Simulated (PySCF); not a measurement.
## Working out the ionisation energy of Si⁺

Si⁺ [Ne] 3s2 3p1 (2P) → Si²⁺ [Ne] 3s2 (1S). Computed with PySCF 2.14 in x2c-TZVPPall with one added diffuse shell each of s, p, d type (6s6p4d1f, 51 functions), with scalar relativity by spin-free X2C-1e. Frozen: [Ne]. Energies in hartree (1 hartree = 27.21139 eV):

```
            part  Si⁺ (lower)  Si²⁺ (upper)
             UHF  -289.174077   -288.592504
CCSD correlation    -0.058316     -0.044525
             (T)    -0.001083      0.000000
```

What does Hartree-Fock give?

(-288.592504) − (-289.174077) = 0.581573 hartree = 15.825 eV.

What do CCSD and CCSD(T) give?

The CCSD correlation energies differ by 0.013791 hartree = 0.375 eV and the triples by 0.001083 hartree = 0.029 eV, so CCSD gives 16.200 eV and CCSD(T) 16.229 eV.

Measured between the centres of the two terms (NIST): 16.322 eV, so CCSD(T) (valence) is off by -0.093 eV.

What remains against the reference includes basis incompleteness, the frozen core and higher excitations.
